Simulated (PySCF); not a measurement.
Telling isomers of C$_{9}$H$_{14}$O apart by NMR

Theory: shielding tensors at PBE0/pcSseg-1 (GIAO), GFN2-xTB structure, in PySCF 2.14.0 with density-fitted response routines (rapidly exchanging positions averaged, single conformer, in vacuum, non-relativistic).

Chemical shifts δ = σref − σ; TMS for $^{1}$H (σ = 31.72 ppm), $^{13}$C (σ = 186.93 ppm), all at this level. Where no couplings were computed, multiplicities follow the n + 1 count of equivalent neighbours, and m marks all less simple cases (inequivalent or close neighbours, rings, F or P nearby). Shifts are as computed. Against solution values, carbons near 30 ppm lie about +3 ppm off and those near 130 ppm about +5 ppm. Of 1211 compounds with measured shifts, 218 miss one by over three times the rms of a fit or turn the order of signals round; such compounds aren't used in these exercises.

(1) Tabulate the signals of `C=CC(=C)/C=C\OC(C)C`, `C=C[C@@]12CC[C@@H](C1)[C@H]2OC` and their relative energies.

(2) What is the quickest way to tell C=CC(=C)/C=C\OC(C)C from C=C[C@@]12CC[C@@H](C1)[C@H]2OC?

Answers

(1) 
| SMILES | carbon types | δC | δH | E rel. (kcal/mol) |
| --- | --- | --- | --- | --- |
| C=CC(=C)/C=C\OC(C)C | 1×C 4×CH 2×CH2 2×CH3 | 153.1, 152.8, 150.3, 118.0, 116.4, 114.6, 79.0, 25.0 | 7.31 (m, 1H), 6.05 (d, 1H), 5.61 (m, 1H), 5.32 (d, 1H), 5.23 (br s, 1H), 5.15 (m, 1H), 4.92 (br s, 1H), 3.86 (sept, 1H), 1.25 (d, 6H) | 1.4 |
| C=C[C@@]12CC[C@@H](C1)[C@H]2OC | 1×C 3×CH 4×CH2 1×CH3 | 148.6, 121.2, 95.0, 60.0, 59.7, 43.7, 35.5, 34.4, 27.9 | 6.43 (m, 1H), 5.46 (m, 1H), 5.32 (m, 1H), 3.55 (s, 3H), 3.23 (m, 1H), 2.60 (m, 1H), 2.14 (m, 1H), 1.71 (m, 1H), 1.65 (m, 1H), 1.59 (m, 1H), 1.51 (m, 1H), 1.04 (m, 1H) | 0.0 |

Energies are electronic energies at PBE0/pcSseg-1 on these geometries, without zero-point or thermal terms, each for the one conformer computed, which needn't be the lowest.

(2) Count the carbon signals: 8 against 9. The first has a fully substituted alkene carbon (C) at 153.1 ppm, the second an allylic quaternary sp3 carbon (C) at 59.7 ppm. Their most deshielded carbons lie at 153.1 and 148.6 ppm. In the proton spectra the most deshielded non-exchanging signals are 7.31 (m, 1H) and 6.43 (m, 1H).
